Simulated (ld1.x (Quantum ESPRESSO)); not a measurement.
Pseudopotential generation for chlorine: TM, PBE, scalar-relativistic.

* Element: chlorine (Cl)
* Generator: ld1.x (Quantum ESPRESSO) 7.5
* Type: norm-conserving Troullier–Martins (Kleinman–Bylander form)
* Functional: PBE
* Relativity: scalar-relativistic
* Frozen core: [Ne]
* Valence charge: 7
* Reference configuration: 3s2 3p3 (charge +2)
* Partial waves: 3p (bound): rc 1.10 bohr; 3d channel at 0.45 Ry: rc 1.20 bohr; 3s (bound): rc 1.35 bohr
* Local potential: the s channel
* Core correction: Bessel-smoothed model core inside 1.00 bohr

All-electron outer shells of the reference configuration (PBE, scalar-relativistic, ld1.x):

| shell | level (eV) | outermost node (bohr) | outermost maximum (bohr) |
| --- | --- | --- | --- |
| 3s | -44.92 | 0.55 | 1.24 |
| 3p | -31.68 | 0.53 | 1.36 |

Question: Estimate the cutoffs (Ry, on a coarse ladder) from which the occupation-weighted sum of valence levels, in a spherical-Bessel basis at the reference potential, stays within 10 and 1 mRy of its value at 400 Ry.

Answer: 80 Ry and 160 Ry.

Question: Does the potential have ghost states?

Answer: No extra level below or beside the all-electron valence levels (p, d, s, f tested).

Question: Which valence shell sets the plane-wave cutoff?

Answer: 3p: its level needs 100 Ry to come within 1 mRy, against 70 Ry for 3s.

Question: Tests: 3s2 3p5; 3s2 3p4; 3s2 3p2; 3s2 3p5.3; 3s2 3p1; 3s2 3p4.5; 3s1 3p6. Which has the largest error in its energy relative to the reference configuration, and how large is it?

Answer: 3s2 3p1, with +82 meV (all-electron minus pseudo) on +90.55 eV.
